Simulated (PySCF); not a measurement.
Ionisation energy of Sc by level of theory

Sc [Ar] 3d1 4s2 (2D) → Sc+ [Ar] 3d1 4s1 (3D), as a difference of total energies. Calculation: PySCF 2.14, in def2-TZVP (6s4p4d1f, 45 functions); no relativity, point nucleus. Correlated levels: valence: [Ar] frozen. The calculations carry no spin-orbit coupling.

| method | ionisation energy (eV) |
| --- | --- |
| UHF | 5.367 |
| LDA | 6.667 |
| B3LYP | 6.566 |
| MP2 (valence) | 6.005 |
| SCS-MP2 (valence) | 6.134 |

**Question.** How much does correlation contribute at MP2 (valence)?

**Answer.** 6.005 − (5.367) = 0.638 eV, measured against UHF.

These non-relativistic numbers lack the scalar-relativistic shift.

Errors of the correlated levels include the incompleteness of this basis and the frozen core.

MP2 underrates the near-degeneracy of ns² with np² in the lower species.

For comparison: 6.562 eV (measured; NIST levels, between the centres of gravity of the two terms).
